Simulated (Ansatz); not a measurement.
`COC(N)[SiH3]` → `CN(C)[SiH2]O`  (isomerisation)

Computed with Ansatz on PBE0-D4/def2-TZVP structures; ΔE is electronic, products minus reactants. CBS: MP2 limit from def2 TZ/QZ plus the TZ coupled-cluster correction, frozen cores. Functionals use def2-TZVPP. Each species was taken in one conformer, which may not be the lowest.

```csv
level,ΔE (kJ/mol),difference from CCSD(T)/CBS
r2SCAN-D4,-247.7,9.0
B2PLYP,-254.3,2.4
r2SCAN,-247.5,9.2
MP2/def2-TZVPP,-266.8,-10.1
SCS-MP2/def2-TZVPP,-262.0,-5.3
CCSD/def2-TZVPP,-255.4,1.3
MP2/def2-QZVPP,-269.8,-13.1
SCS-MP2/def2-QZVPP,-265.1,-8.4
HF/CBS(def2),-262.3,-5.6
CCSD/CBS(def2),-259.3,-2.6
CCSD(T)/CBS,-256.7,0
```

Largest T1 diagnostic among the species: 0.012.

From PBE to PBE0 (25 % exact exchange), in def2-TZVPP and without D4, ΔE moves by −10.5 kJ/mol.
